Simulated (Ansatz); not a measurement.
Program: Ansatz. Geometries: PBE0-D4/def2-TZVP. ΔE: electronic, gas phase. CCSD(T)/CBS adds triple-zeta CCSD(T) − MP2 to the extrapolated MP2 energy (def2 sets, frozen cores). This one scheme is used for every species. Functionals use def2-TZVPP. Each species was taken in one conformer, which may not be the lowest.

`[CH3][Al]([OH])[SiH2]O` + `[OH][AlH2]` → `O[SiH2][O][AlH2]` + `[CH3][AlH][OH]`  (cleavage of the Si–Al bond)

`[CH3][Al]([OH])[SiH2]O`:

Z-matrix (Å, degrees):
```
C
Al 1 1.946
H 1 1.094 2 110.7
H 1 1.093 2 112.9 3 121.4
H 1 1.095 2 110.4 3 -118.0
O 2 1.705 1 116.3 3 52.8
Si 2 2.475 1 126.9 3 -127.7
H 6 0.956 2 122.4 1 -176.0
O 7 1.667 2 112.6 1 -171.5
H 7 1.491 2 111.5 1 71.5
H 7 1.499 2 111.8 1 -46.9
H 9 0.958 7 116.6 2 67.9
```

`[OH][AlH2]`:

Cartesian coordinates in Å:
```
O 0.657 0.556 0.860
Al -0.081 -0.222 -0.453
H 0.194 0.787 1.663
H -1.618 -0.602 -0.378
H 0.848 -0.519 -1.692
```

`O[SiH2][O][AlH2]`:

Cartesian coordinates in Å:
```
O -0.033 -2.136 -0.504
Si -0.929 -0.817 -0.112
O -0.025 0.513 0.075
Al 1.020 1.831 0.127
H 0.523 -2.518 0.176
H -1.860 -0.646 -1.249
H -1.653 -1.051 1.166
H 2.499 1.581 0.620
H 0.458 3.244 -0.299
```

`[CH3][AlH][OH]`:

Cartesian coordinates in Å:
```
C -0.663 0.868 0.642
Al 0.337 -0.640 -0.058
O 0.890 -0.542 -1.663
H -1.684 0.573 0.906
H -0.725 1.686 -0.079
H -0.207 1.255 1.559
H 0.666 -1.955 0.772
H 1.386 -1.245 -2.079
```

(1) Is it downhill or uphill in electronic energy at CCSD(T)/CBS, and by how much? (An estimate is asked.)

(2) What do these levels give: PBE0-D4, ωB97M-V, PBE, r2SCAN, HF/def2-TZVPP, SCS-MP2/def2-TZVPP, CCSD(T)/def2-TZVPP, HF/def2-QZVPP, MP2/def2-QZVPP, HF/CBS(def2), MP2/CBS(def2), CCSD/CBS(def2)? (An estimate is asked.)

Largest T1 diagnostic among the species: 0.012.

Answers

(1) The calculation gave: Downhill: ΔE = -1.51 eV.

(2) Computed: PBE0-D4 -1.33, ωB97M-V -1.57, PBE -1.21, r2SCAN -1.47, HF/def2-TZVPP -1.83, SCS-MP2/def2-TZVPP -1.64, CCSD(T)/def2-TZVPP -1.52, HF/def2-QZVPP -1.85, MP2/def2-QZVPP -1.61, HF/CBS(def2) -1.85, MP2/CBS(def2) -1.60, CCSD/CBS(def2) -1.56 eV.

From PBE to PBE0 (25 % exact exchange), in def2-TZVPP and without D4, ΔE moves by −0.13 eV. In def2-TZVPP, CCSD(T) changes the Hartree–Fock value by +0.30 eV (the triples alone add +0.04 eV) and MP2 by +0.22 eV.
